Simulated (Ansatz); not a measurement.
Abridged output of a molecular run in Ansatz:

```
Functional definition: HF
1361 factors; integrals over basis functions are off by at most 7.6e-4 eV
mean field evaluation 1: about -15180.3567 eV, gradient 4.6e1 eV
mean field evaluation 2: about -15180.6490 eV, gradient 4.6e1 eV
mean field evaluation 4: about -15184.8937 eV, gradient 3.7e0 eV
mean field evaluation 8: about -15184.9654 eV, gradient 4.7e-1 eV
mean field evaluation 16: about -15184.9671 eV, gradient 1.5e-6 eV
mean field -15184.96708554 eV, -558.0372476532 hartree, gradient 1.5e-6 eV, S^2 0.000000; 0 other end points of the search recorded, 0 dependent functions left out
9 core orbitals not correlated: weight in the atoms' cores, before any rotation towards them, 1.000 or more for the frozen orbitals, at most 0.000 for the correlated occupied ones
reference -15184.96708554 eV, -558.0372476532 hartree; 15, 15 occupied and 198, 198 virtual orbitals, 1361 factors
second order -26.04910656 eV of doubles, -0.00000000 eV of singles
cycle   1  -25.95675118 eV  change    9.2e-2 eV  update   1.1e-1
cycle   2  -26.61335167 eV  change   -6.6e-1 eV  update   3.4e-2
cycle   3  -26.76513697 eV  change   -1.5e-1 eV  update   1.7e-2
cycle   4  -26.74609292 eV  change    1.9e-2 eV  update   3.8e-3
cycle   5  -26.74397767 eV  change    2.1e-3 eV  update   1.5e-3
cycle   6  -26.74507880 eV  change   -1.1e-3 eV  update   4.9e-4
cycle   7  -26.74483247 eV  change    2.5e-4 eV  update   1.4e-4
cycle   8  -26.74474248 eV  change    9.0e-5 eV  update   5.5e-5
cycle   9  -26.74476003 eV  change   -1.8e-5 eV  update   2.6e-5
perturbative correction -1.02769477 eV, -0.0377670862 hartree
Total energy: -15212.73954034 eV, -559.0578665422 hartree
```

Its atoms:

```xyz
9

N    -1.180    0.680    1.323
C    -0.231    1.189    0.688
F     0.091    2.449    0.908
O     0.592    0.700   -0.233
Si    0.526   -0.867   -0.820
H    -1.347   -0.291    1.083
H    -0.802   -1.103   -1.436
H     1.615   -0.939   -1.812
H     0.736   -1.818    0.299
```

Problem. Which basis set was used?
A. def2-SVPD
B. def2-QZVPP
C. cc-pV(Q+d)Z
D. def2-TZVPP

Solution. D. It gives 222 functions.

Problem. Write the keys of the input that set method, charge and spin (a neutral closed shell needs none for the last two).

Solution. 
```yaml
correlation: {method: ccsd_t}
```
